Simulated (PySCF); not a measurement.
## Radial density of Cl⁺ (chlorine, charge +1)

B3LYP, [Ne] 3s2 3p4, high-spin 3P determinant. Computed with PySCF 2.14 in 6-31G* (4s3p1d, 18 functions), with the non-relativistic Hamiltonian (point nucleus).

```csv
r (bohr),4πr²ρ (e/bohr),4πr²(ρα − ρβ)
0.00170,0.1080,0.0000
0.00285,0.2982,0.0000
0.00480,0.7953,0.0001
0.00808,2.002,0.0002
0.0136,4.713,0.0005
0.0228,9.732,0.0016
0.0384,16.37,0.0063
0.0646,19.59,0.0277
0.109,15.37,0.1046
0.183,13.98,0.2539
0.308,19.36,0.2535
0.517,11.37,0.0015
0.870,3.596,0.6392
1.46,4.192,1.3657
2.46,1.213,0.4370
4.14,0.05755,0.0204
6.97,4.814e-05,0.0000
```
